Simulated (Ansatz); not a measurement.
`OB(O)CI` + H₂ → `OBO` + `CI`  (hydrogenolysis of a B–C bond)

Computed with Ansatz on PBE0-D4/def2-TZVP structures; ΔE is electronic, products minus reactants. CCSD(T)/CBS adds triple-zeta CCSD(T) − MP2 to the extrapolated MP2 energy (def2 sets, frozen cores). This one scheme is used for every species. Functionals use def2-TZVPP. B3LYP here is the variant with VWN-RPA as its local correlation; programs differ in this. def2 core potentials past Kr. For I outer-core shells are correlated without core-valence functions, which leaves a few kJ/mol of doubt a bond. One conformer a species, not always the lowest.

`OB(O)CI`:

```xyz
9

O    -0.142    1.555   -0.223
B    -0.269    0.197   -0.216
O    -1.422   -0.481   -0.485
C     1.011   -0.650    0.114
I     1.019   -0.934    2.247
H    -0.947    2.052   -0.383
H    -2.200    0.059   -0.639
H     1.948   -0.146   -0.109
H     1.002   -1.652   -0.306
```

H₂:

```xyz
2

H    -0.296   -0.222   -0.050
H     0.296    0.222    0.050
```

`OBO`:

Z-matrix (Å, degrees):
```
B
O 1 1.353
O 1 1.364 2 119.3
H 1 1.198 2 118.4 3 180.0
H 2 0.963 1 112.3 3 0.0
H 3 0.958 1 113.2 2 180.0
```

`CI`:

Z-matrix (Å, degrees):
```
C
I 1 2.129
H 1 1.086 2 107.7
H 1 1.086 2 107.7 3 120.0
H 1 1.086 2 107.7 3 -120.0
```

Question: Is it downhill or uphill in electronic energy at CCSD(T)/CBS, and by how much? (Estimate.)

Answer: Computed: Downhill: ΔE = -0.23 eV.

Question: What do these levels give: ωB97X-V, ωB97M-V, PBE0, B3LYP, MP2/def2-TZVPP, SCS-MP2/def2-TZVPP? (Best estimate.)

Answer: Computed: ωB97X-V -0.28, ωB97M-V -0.26, PBE0 -0.32, B3LYP -0.39, MP2/def2-TZVPP -0.20, SCS-MP2/def2-TZVPP -0.27 eV.

Largest T1 diagnostic among the species: 0.013.

In def2-TZVPP, CCSD(T) changes the Hartree–Fock value by +0.26 eV (the triples alone add +0.05 eV) and MP2 by +0.31 eV. The D4 term adds +0.13 eV with B3LYP and +0.07 eV with PBE0; it sums over pairs of atoms, weighted by their polarisabilities, and B3LYP, whose exchange is more repulsive, gets the larger term.
